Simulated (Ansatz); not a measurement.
Ansatz results at the PBE0-D4/def2-TZVP geometry: zero-point energy (PBE0-D4/def2-TZVP) 129.3 kJ/mol; LUMO energy (B3LYP/def2-TZVPP) -1.00 eV; LUMO energy (PBE0/def2-TZVPP) -0.76 eV.

Question: Which molecule gave them?
A. `[NH2][SnH2][NH2]`
B. `[F][Sn]([F])([F])[Cl]`
C. `[SiH3][O][SnH3]`
D. `[CH3][SnH3]`

Answer: C. The others give `[NH2][SnH2][NH2]`: 168.5, -0.26, 0.01; `[F][Sn]([F])([F])[Cl]`: 19.2, -3.76, -3.40; `[CH3][SnH3]`: 146.9, 0.00, 0.28.

B3LYP here is the variant with VWN-RPA as its local correlation; programs differ in this.
